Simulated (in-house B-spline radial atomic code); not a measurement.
A run on Pr⁺ (an excited or competing configuration) that did not converge. Method: scalar-relativistic (X2C) wB97X, spin-polarised, spherical fractional occupations, Fermi nucleus of rms radius 4.8919 fm; computed with an all-electron radial atomic-structure program (B-spline basis).

Command:
```bash
python run_scf.py task.json out
```
Settings (nuclear radius in fm, mass in u):
```
Z                59
configuration    [Xe] 4f3 7f1
hamiltonian      x2c
method           wb97x
spin_polarised   True
nucleus          fermi
rms_radius       4.8919
atomic_mass      140.90766
speed_of_light   137.035999084
```

First and last ten iterations of the last attempt (damped for 15 steps, keeping 80 % of the old Fock matrix, then DIIS):
```
 iter        energy (Eh)    residual
    1       -9223.262636    4.86e-01
    2       -9227.493058    5.22e-01
    3       -9231.907106    3.39e-01
    4       -9234.145776    2.11e-01
    5       -9235.197857    1.41e-01
    6       -9235.684226    1.02e-01
    7       -9235.906859    7.27e-02
    8       -9236.008549    5.14e-02
    9       -9236.054393    3.63e-02
   10       -9236.074934    2.56e-02
  111       -9236.094012    2.80e-04
  112       -9236.094060    2.03e-04
  113       -9236.094120    1.83e-04
  114       -9236.094114    1.81e-04
  115       -9236.094140    2.15e-04
  116       -9236.094216    2.93e-04
  117       -9236.094080    1.81e-04
  118       -9236.094096    1.81e-04
  119       -9236.094107    1.85e-04
  120       -9236.094112    1.97e-04
 not converged after 120 iterations
```

The smallest residual met was 1.6e-04; the threshold is about 6e-07. No energy from this run should be used. Time taken, with all properties: 42 s on 1 thread of Intel(R) Xeon(R) 6975P-C (shared host).
